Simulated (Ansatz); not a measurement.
input.yaml

```yaml
crystal:
  periodic: [false, false, false]
  atoms:
    - { symbol: B, position_ang: [-0.9641, 1.2831, -0.2032] }
    - { symbol: C, position_ang: [0.1285, 0.3947, 0.3881] }
    - { symbol: "N", position_ang: [-0.4224, -0.354, 1.5141] }
    - { symbol: Si, position_ang: [0.8873, -0.7437, -0.9386] }
    - { symbol: H, position_ang: [-1.3618, 1.2154, -1.3568] }
    - { symbol: H, position_ang: [-1.5257, 2.1574, 0.4696] }
    - { symbol: H, position_ang: [0.9852, 1.0569, 0.738] }
    - { symbol: H, position_ang: [0.4399, -0.8597, 1.9653] }
    - { symbol: H, position_ang: [-1.0772, -1.0494, 1.2343] }
    - { symbol: H, position_ang: [1.3552, 0.0417, -2.0248] }
    - { symbol: H, position_ang: [-0.2724, -1.6261, -1.4095] }
    - { symbol: H, position_ang: [1.9046, -1.5715, -0.3424] }
basis:
  gaussian: { orbitals: def2-SVP }
hamiltonian:
  xc: b3lyp
relax:
  f_tol: 0.015
  max_steps: 40
```

Run as:

```bash
$ ansatz run input.yaml --threads 2 --pin off --max-ram 3072MiB --backend cpu --events-out ev --progress --plain --runs-dir out
```

Hardware: 2 threads of Arm Neoverse V1, with other jobs on the host.

Roughly how long does this run take, and how much memory?

51 s, with a peak of 0.2 GiB, for 19 ionic steps.
